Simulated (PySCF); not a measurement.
## Orbital picture of SnF

B2PLYP at R = 1.955 Å; Sn def2-TZVPP with ECP28, F def2-TZVPP; scalar-relativistic core potentials (PySCF 2.14). State: ²Π (doublet), unpaired electrons π ↑. Only the outer orbitals are listed, counted within each symmetry, core potentials removing the inner ones.

```
spin  orbital  occ.  ε (eV)  on Sn (%)           main shells (%)
   α       6σ     1  -14.98         48           50 F p, 47 Sn s
   α       3π     1  -12.70          5                    95 F p
   α       3π     1  -12.44          5                    95 F p
   α       7σ     1  -10.93         63  49 Sn s, 37 F p, 13 Sn p
   α       4π     1   -5.66         98                   97 Sn p
   α       4π     0   -1.98         98                   97 Sn p
   α       8σ     0    0.20         98           85 Sn p, 9 Sn d
   α       5π     0    3.43        100                  100 Sn p
   β       6σ     1  -14.51         37           61 F p, 35 Sn s
   β       3π     1  -12.41          5                    95 F p
   β       3π     1  -12.27          5                    95 F p
   β       7σ     1  -10.26         74  61 Sn s, 26 F p, 12 Sn p
   β       4π     0   -1.75         98                   97 Sn p
   β       4π     0   -0.95         99                   98 Sn p
   β       8σ     0    0.39         98           85 Sn p, 9 Sn d
```

Task: Which are the highest filled and the lowest empty level, where do they sit, and how wide is the gap?

Result: Highest filled α 4π at -5.66 eV (in %: 97 Sn p); lowest empty α 4π at -1.98 eV (in %: 97 Sn p); the gap at B2PLYP is 3.68 eV. Both belong to one degenerate shell, split only by its one-sided filling, so this is no excitation gap.

The bond order (Mayer) is 0.73, the ⟨S²⟩ is 0.756 and the charge on Sn (Mulliken, basis-dependent) is 0.55. The charge on Sn (Löwdin, basis-dependent) is 0.36 and the dipole moment (positive dipole means Sn(−)F(+)) is -2.96 D.

Correlated steps freeze 5 core orbitals. Spin–orbit coupling is left out. B2PLYP dipoles, levels and charges come from its SCF part alone. The state was picked by a PBE0 search and need not be the measured ground state.
